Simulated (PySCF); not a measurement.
# Ionisation energy of S⁺ by level of theory

S⁺ [Ne] 3s2 3p3 (4S) → S²⁺ [Ne] 3s2 3p2 (3P), as a difference of total energies. Calculation: PySCF 2.14, in aug-cc-pCVQZ-DK; the spin-free X2C one-electron Hamiltonian (Gaussian nucleus). Correlated levels: valence: [Ne] frozen; valence and next inner shell: 1s2 frozen; nothing frozen. The calculations carry no spin-orbit coupling.

**Question.** Order these methods by the ionisation energy they give, lowest first.
A. PBEsol
B. SCS-MP2 (all electrons)
C. MP2 (valence)
D. r2SCAN

**Answer.** B (23.223 eV), A (23.288 eV), C (23.377 eV), D (23.500 eV).

A first-order spin-orbit estimate (lowest level to lowest level, LS coupling) adds -0.062 eV.

For comparison: 23.338 eV (measured; NIST Atomic Spectra Database, ionization energies).
